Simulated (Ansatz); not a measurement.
Total energies of Me2Se2 (C₂H₆Se₂) from Ansatz at PBE-D4/def2-TZVPD, gas phase (1 Eh = 27.2114 eV = 2625.5 kJ/mol). The reference geometry is relaxed at r2SCAN-D4/def2-SVP.

```tsv
atom	x (Å)	y (Å)	z (Å)
C1	2.000	0.045	0.316
Se2	0.725	1.535	0.294
Se3	-1.167	0.502	1.164
C4	-1.955	-0.255	-0.466
H5	1.680	-0.752	-0.368
H6	2.109	-0.341	1.337
H7	2.960	0.461	-0.029
H8	-2.159	0.544	-1.190
H9	-2.900	-0.727	-0.156
H10	-1.292	-1.014	-0.902
```

```json
{"state": "charge 0 singlet", "geometry": "reference", "energy (Eh)": "-4882.15282"}
{"state": "charge -1 doublet", "geometry": "reference", "energy (Eh)": "-4882.14676"}
{"state": "free C atom (triplet)", "geometry": "–", "energy (Eh)": "-37.79605"}
{"state": "free Se atom (triplet)", "geometry": "–", "energy (Eh)": "-2401.12538"}
{"state": "free H atom (doublet)", "geometry": "–", "energy (Eh)": "-0.49962"}
```

(1) Work out the vertical electron affinity, to the doublet.

(2) What is the binding energy per atom against free atoms?

(1) E(charge 0 singlet) − E(charge -1 doublet) = -4882.15282 − (-4882.14676) = -0.00606 Eh = -0.16 eV; negative, so the extra electron isn't bound.

(2) Atoms: 2 × (-37.79605) + 2 × (-2401.12538) + 6 × (-0.49962) = -4880.84058 Eh. Binding: -4880.84058 − (-4882.15282) = 1.31224 Eh = 35.71 eV, or 3.57 eV for each of 10 atoms (no zero-point energy, no counterpoise term).

At PBE-D4/def2-TZVPD the highest occupied level of the charge -1 doublet lies above zero (up to 1.84 eV). By energy differences it is unbound by 0.16 eV (vertical, to the charge 0 singlet, at PBE-D4/def2-TZVPD) and held by the finite basis.
